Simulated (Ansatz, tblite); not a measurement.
Spin states of the cluster BiTe₂ (the lowest doublet isomer of a short search), each relaxed with B3LYP-D4/def2-SVP in Ansatz. Electronic energies in the gas phase.

In the def2 sets Bi, Te take a core potential; there is no spin–orbit coupling. The xTB rows come from tblite. Correlated methods freeze 12 core orbitals; core or outer-core shells of Bi, Te are correlated, in sets that lack core-valence functions. The rows differ in basis, and correlated rows in double-zeta sets carry the largest basis error. In CCSD on the charge 0 quartet the largest single amplitude is 0.37, so its Hartree–Fock determinant may place the open shell otherwise than the density functionals do. The structure comes from a short search, and lower isomers may exist.

Doublet geometry (C2v within 0.1 Å):

```xyz
3

Bi   -0.495    0.771    1.391
Te   -1.090   -0.764   -0.961
Te    1.585   -0.006   -0.430
```

Quartet geometry (C2v within 0.1 Å):

| atom | x (Å) | y (Å) | z (Å) |
| --- | --- | --- | --- |
| Bi1 | -0.581 | 1.426 | -0.181 |
| Te2 | -1.145 | -1.366 | -0.446 |
| Te3 | 1.726 | -0.060 | 0.627 |

⟨S²⟩: doublet 0.76 at PBE0-D4/def2-TZVP (pure 0.75), quartet 3.76 at PBE0-D4/def2-TZVP (pure 3.75).

Only these spin states were relaxed. The quartet has other bonds than the doublet, so the gap mixes isomer and spin.

| level | quartet − doublet (kJ/mol) | lowest of these | remarks |
| --- | --- | --- | --- |
| GFN2-xTB | 181.0 | doublet | – |
| HF/def2-SVP | 60.7 | doublet | spin-contaminated (⟨S²⟩ 0.84) (doublet) |
| r2SCAN-D4/def2-TZVP | 83.0 | doublet | – |
| PBE0-D4/def2-TZVP | 93.8 | doublet | – |
| PBE-QIDH/def2-TZVP | 103.9 | doublet | – |
| MP2/def2-TZVP | 142.4 | doublet | spin-contaminated (⟨S²⟩ 0.84) (doublet) |
| CCSD/def2-SVP | 88.1 | doublet | spin-contaminated (⟨S²⟩ 0.84) (doublet) |
| CCSD(T)/def2-SVP | 85.6 | doublet | spin-contaminated (⟨S²⟩ 0.84) (doublet) |

The xTB methods have no term that favours high spin, so they put low spin too low.
